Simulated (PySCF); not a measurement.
Unknown compound

Molecular formula: C₅H₁₂O₂Si. Simulated spectra:

¹H NMR (600 MHz, computed): δ 5.11 (t, 2H), 4.60 (br s, 1H), 4.40 (s, 2H), 4.33 (br s, 1H), 1.15 (t, 3H), 0.71 (m, 2H), 0.33 (br s, 1H).

¹³C{¹H} NMR (computed): δ 163.8 (C), 95.5 (CH2), 68.2 (CH2), 13.5 (CH2), 9.6 (CH3).

PySCF 2.14 calculation with shieldings: GIAO PBE0/pcSseg-1 and GFN2-xTB structure; no solvent, relativity neglected, one conformer, averaged over atoms made equivalent by symmetry, fast rotation or ring inversion.

Shifts are taken against calculated references (same method and geometry level): ¹H (31.72 ppm), ¹³C (186.93 ppm) vs TMS.

Task: Which of these isomers gave the spectra?
A. CO[Si@H]1CCCOC1
B. CO[C@H]1C[Si@H](OC)C1
C. C=C(CO)O[SiH2]CC

Result: C. 

1. The formula gives 1 degree of unsaturation (no ring in the answer).
2. 5 carbon signals for 5 carbons: no two carbons are equivalent.
3. Carbon types of the structure: 1 × C, 3 × CH2, 1 × CH3, leaving 3 H on heteroatoms.
4. δC 163.8: alkene carbon bearing oxygen; an sp2 carbon further deshielded by the attached heteroatom.
5. δC 95.5: β carbon of an enol-ether or enamine type C=C; the O or N lone pair pushes π density onto this β carbon and shields it.
6. δC 68.2: allylic sp3 CH2 bonded to O; the inductive effect lowers its shielding.
7. δH 4.60, 4.33: hydrogen on a β carbon of an enol-ether or enamine type C=C; lone-pair donation from O or N shields it, upfield of ordinary alkene protons.
8. δH 0.33: hydrogen on an alcohol oxygen; labile proton, position sensitive to the medium.

The others: CO[Si@H]1CCCOC1 would give 10 signals for carbon-bound and other non-exchanging H, not 6; CO[C@H]1C[Si@H](OC)C1 would give 4 carbon signals, not 5.

OH and NH positions are those of a molecule without intermolecular hydrogen bonds; in solution they move with solvent, concentration and temperature, and exchange usually removes their couplings. Shifts are as computed. Against solution values, carbons near 30 ppm lie about +3 ppm off and those near 130 ppm about +5 ppm. Of 1309 compounds with measured shifts, 239 miss one by over three times the rms of a fit or turn the order of signals round; such compounds aren't used in these exercises. No couplings were computed; multiplicities are counted from neighbouring protons, with m where these are inequivalent, close in shift, in a saturated or five-membered ring or joined by F or P, and br s for small geminal =CH2 splittings.
